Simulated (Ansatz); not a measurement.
The cluster In2Ga⁻, relaxed as a singlet with RKS r2SCAN-D4/def2-TZVPD in Ansatz, starting from the GFN2-xTB geometry. Force threshold 0.02 eV/Å.

In the def2 sets In takes a core potential; there is no spin–orbit coupling. The highest occupied level of the charge -1 singlet lies above zero (up to 0.19 eV). The electron is either unbound and held by the finite basis, or the level is raised by self-interaction error. The structure comes from a short search, and lower isomers may exist.

Start:

```xyz
3

Ga    0.7198   -1.1431    0.0245
In    0.6948    1.2368    0.8166
In   -1.4146   -0.0937   -0.8411
```

Task: Estimate the energy that the relaxation releases and the steps that it takes.

Result: 0.06 eV, in 4 steps; 3.6 s on 4 threads of AMD EPYC 9R45 on a shared host. No frequencies were taken in this run, so the end may be a saddle point.

Task: Does the start keep its bonding?

Result: By distances, no bond broke or formed. The bond that changes most is Ga1–In2, from 2.51 to 2.64 Å (atoms count from 1). The end is the same structure that another start reached, the lowest one found.

Task: Predict the relaxed structure.

Result: 
```xyz
3

Ga    0.7750   -1.2425    0.0224
In    0.6442    1.2780    0.8016
In   -1.4192   -0.0355   -0.8240
```
Bond lengths (bridged metal pairs left out): 2 × Ga–In 2.64 Å; 1 × In–In 2.94 Å.
